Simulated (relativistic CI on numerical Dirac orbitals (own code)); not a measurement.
## Hyperfine structure of Hg³³⁺, mass number 201

Method of calculation: Dirac-Coulomb-Breit CI, orbitals from a KLI potential per configuration, model QED (radiative potential, 1s self-energy scaled to tabulated hydrogen-like ionisation energies), unscaled Slater integrals (own radial code, finite nucleus).

Configuration list (outside the closed core [Ar] 3d10): 4s2 4p6 4d10 4f, 4s2 4p6 4d9 4f2, 4s2 4p6 4d10 5s, 4s2 4p5 4d10 4f2, 4s2 4p6 4d10 5p, 4s2 4p6 4d10 5d, 4s 4p6 4d10 4f2, 4s2 4p4 4d10 4f3, 4s2 4p6 4d9 4f 5s, 4s2 4p6 4d9 5s2, 4s2 4p6 4d10 5f, 4s2 4p6 4d8 4f2 5s, 4s2 4p6 4d9 4f 5p, 4s2 4p6 4d9 5s 5p, 4s2 4p6 4d10 5g, 4s2 4p6 4d10 6s. Levels of other configurations are missing.

Nuclear spin I = 3/2, μ = -0.558 μN, Q = 0.387 b (tables of Stone and Pyykkö). The electronic factors are computed for point nuclear moments, without core polarisation or the Bohr-Weisskopf and QED corrections.

| Level | E (cm⁻¹) | A (GHz) | B (GHz) |
| --- | --- | --- | --- |
| 4s2 4p6 4d10 4f 2F°_5/2 | 0 | -2.422 | 2.64 |
| 4s2 4p6 4d10 4f 2F°_7/2 | 50722 | -1.304 | 2.95 |
| 4s2 4p6 4d10 5s 2S_1/2 | 1776819 | -297.1 |  |
| 4s2 4p6 4d9 4f2 4F_3/2 | 1791382 | -0.7402 | -0.524 |
| 4s2 4p6 4d9 4f2 4F_5/2 | 1796245 | -2.392 | 3.6 |
| 4s2 4p6 4d9 4f2 4F_9/2 | 1857990 | -2.015 | 1.88 |
| 4s2 4p6 4d9 4f2 4D_3/2 | 1863885 | -4.225 | 0.368 |

Levels with J = 0, under 50 % of one LS term, or S terms without an open s electron are left out. Small factors come from cancelling terms and can be off by tens of per cent or more.

At this charge energies of transitions that change n are usually good to better than 1 %, and those within a shell (Δn = 0) to a few per cent.

(1) Give the hyperfine levels of 4s2 4p6 4d10 4f 2F°_5/2 relative to its centre of gravity.

Results:

(1) With K = F(F + 1) − I(I + 1) − J(J + 1), E = AK/2 + B[¾K(K + 1) − I(I + 1)J(J + 1)]/[2I(2I − 1)J(2J − 1)]: F = 1: 14.56, F = 2: 7.609, F = 3: -0.8451, F = 4: -8.425 GHz.

LS names give the leading component of a level, which can be under half, so a name can repeat, a term be missing and a line seem to break the LS rules.
